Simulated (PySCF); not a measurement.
**How methods differ on the ionisation energy of Kr**

Kr [Kr] (1S) → Kr+ [Ar] 3d10 4s2 4p5 (2P), as a difference of total energies. Computed with PySCF 2.14 in def2-TZVPPD (7s6p5d1f, 57 functions), with no relativity, point nucleus. Correlated levels: valence: [Ar] 3d10 frozen. The calculations carry no spin-orbit coupling.

| method | ionisation energy (eV) |
| --- | --- |
| UHF | 13.087 |
| MP2 (valence) | 14.026 |
| SCS-MP2 (valence) | 13.941 |
| CCSD (valence) | 13.903 |
| CCSD(T) (valence) | 13.944 |

**Question.** How much does correlation contribute at CCSD(T) (valence)?

**Answer.** 13.944 − (13.087) = 0.857 eV, measured against UHF.

These non-relativistic numbers lack the scalar-relativistic shift.

Errors of the correlated levels include the incompleteness of this basis and the frozen core.

For comparison: 14.222 eV (measured; NIST levels, between the centres of gravity of the two terms).
